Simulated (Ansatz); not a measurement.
`[AlH3]` + H₂Se → `[AlH3-][SeH2+]`  (adduct formation)

Program: Ansatz. Geometries: PBE0-D4/def2-TZVP. ΔE: electronic, gas phase. CCSD(T)/CBS is the MP2 limit (def2-TZVPP, def2-QZVPP) plus CCSD(T) − MP2 in def2-TZVPP, frozen cores. This one scheme is used for every species. DFT in def2-TZVPP. B3LYP here is the variant with VWN-RPA as its local correlation; programs differ in this. For Se outer-core shells are correlated without core-valence functions, which leaves a few kJ/mol of doubt a bond. Scalar relativity is left out up to krypton.

```tsv
level	ΔE (kcal/mol)
B3LYP-D4	-12.6
r2SCANh-D4	-14.9
B2PLYP	-11.3
B3LYP	-10.1
r2SCAN0	-14.4
CAM-B3LYP	-11.1
CCSD(T)/def2-TZVPP	-13.0
MP2/CBS(def2)	-13.6
```

(1) What does CCSD(T)/CBS give? (An estimate is asked.)

(2) What do rigid-rotor, harmonic-oscillator terms from PBE0-D4/def2-TZVP frequencies (298.15 K, 1 bar) make of the CCSD(T)/CBS value? (An estimate is asked.)

Largest T1 diagnostic among the species: 0.009.

Results:

(1) The calculation gave: -13.4 kcal/mol. The listed levels differ from it by 0.8, -1.5, 2.1, 3.3, -1.0, 2.3, 0.4, -0.2 kcal/mol.

(2) The calculation gave: ΔZPE = +2.4 kcal/mol, ΔH = -11.7 kcal/mol, ΔS = -114 J/(mol·K), ΔG = -3.6 kcal/mol.

At CCSD(T), def2-SVP lies +0.9 kcal/mol from the extrapolated value and def2-TZVPP +0.4 kcal/mol. From BLYP to BHLYP (50 % exact exchange), in def2-TZVPP and without D4, ΔE moves by −1.4 kcal/mol. Leaving LDA and LC-ωPBE aside and taking each functional with its dispersion term where it has one, the values, not all of them listed here, spread over 4.2 kcal/mol, from PBE-D4 to B2PLYP. LDA lies −5.6 kcal/mol from PBE without D4.
